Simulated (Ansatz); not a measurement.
PBE exchange is replaced step by step with exact exchange (0 % is PBE, 25 % PBE0; no dispersion term), basis def2-TZVP, Ansatz. System: Ag(CO)H (CHAgO). The state is a singlet with charge 0. Geometry: PBE0-D4/def2-TZVP.

Geometry of the singlet:

```xyz
4

Ag   -0.509   -0.666    0.321
C     0.655    0.857   -0.413
O     1.290    1.688   -0.817
H    -1.436   -1.880    0.908
```

In the def2 sets Ag takes a core potential; there is no spin–orbit coupling.

| exact exchange (%) | HOMO (eV) | LUMO (eV) | gap (eV) |
| --- | --- | --- | --- |
| 0 | -5.85 | -3.28 | 2.57 |
| 5 | -6.03 | -3.08 | 2.95 |
| 10 | -6.21 | -2.88 | 3.34 |
| 15 | -6.40 | -2.68 | 3.72 |
| 35 | -7.14 | -1.88 | 5.26 |
| 50 | -7.71 | -1.29 | 6.43 |

Q: Estimate the row for 25 %.

A: 
```tsv
exact exchange (%)	HOMO (eV)	LUMO (eV)	gap (eV)
25	-6.76	-2.28	4.49
```
